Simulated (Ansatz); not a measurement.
Basis-set series for FGeH4Sn (`[F][SnH][GeH3]`) radical. Charge 0, multiplicity 2. Sn: def2 effective core potential. All single points use the PBE0-D4/def2-TZVP geometry.

```csv
functional,basis,functions,energy (Eh),HOMO (eV),LUMO (eV)
PBE0-D4,def2-TZVPP,185,-2393.24815,-6.32,-3.53
PBE0-D4,def2-QZVPP,348,-2393.30174,-6.34,-3.55
ωB97M-V,def2-TZVPP,185,-2393.39460,-8.25,-1.84
ωB97M-V,def2-QZVPP,348,-2393.44692,-8.27,-1.88
```

Problem. Give the rows for def2-SVP. (An estimate is asked.)

Solution. Ansatz gave: 
```json
{"functional": "PBE0-D4", "basis": "def2-SVP", "functions": "92", "energy (Eh)": "-2392.84514", "HOMO (eV)": "-6.22", "LUMO (eV)": "-3.45"}
{"functional": "ωB97M-V", "basis": "def2-SVP", "functions": "92", "energy (Eh)": "-2392.98750", "HOMO (eV)": "-8.13", "LUMO (eV)": "-1.70"}
```

HOMO and LUMO are taken over both spins. Scalar relativity is left out up to krypton.
